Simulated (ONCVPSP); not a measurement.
## Configuration tests for nickel (ONCV)

```json
{
 "Element": "Ni (Z = 28)",
 "Generator": "ONCVPSP 4.0.1",
 "Type": "optimised norm-conserving Vanderbilt (ONCV)",
 "Functional": "PBEsol",
 "Relativity": "scalar-relativistic",
 "Frozen core": "[Ne]",
 "Valence charge": "18",
 "Reference configuration": "3s2 3p6 3d8 4s2",
 "Partial waves": "3s+4s: rc 1.20 bohr, ncon 4, nbas 7, qcut 8.3 1/bohr, 2 projectors; 3p: rc 1.00 bohr, ncon 4, nbas 7, qcut 14.4 1/bohr, 2 projectors, debl 1.7 Ha; 3d: rc 1.65 bohr, ncon 4, nbas 8, qcut 7.6 1/bohr, 2 projectors, debl 1.3 Ha",
 "Local potential": "polynomial inside 0.90 bohr (lpopt 1, dvloc0 2 Ha)",
 "Core correction": "polynomial model core, fcfact 0.35"
}
```

In the p channel the program set the typed energies aside and used -2.619, 0.250 Ha.

Energies are relative to the spin-unpolarised reference configuration 3s2 3p6 3d8 4s2; without spin polarisation the order of configurations can differ from experiment.

```tsv
valence configuration	charge	ΔE all-electron (eV)	error AE − PS (meV)
3s2 3p6 3d8 4s1	+1	9.337	+2.7
3s2 3p6 3d7 4s2 4p1	0	10.578	+173
```

(1) What are ΔE and the potential's error for 3s2 3p6 3d7 4s0?

(2) What are ΔE and the potential's error for 3s2 3p6 3d8 4s0?

Levels in the configuration 3s2 3p6 3d8 4s0:

```tsv
level	all-electron (eV)	pseudo (eV)
3s	-130.417	-130.564
3p	-90.919	-91.009
3d	-28.340	-28.449
```

## Answers

(1) ΔE = 64.036 eV all-electron; the error (AE − PS) is +79 meV.

(2) ΔE = 26.599 eV all-electron; the error (AE − PS) is +15 meV.
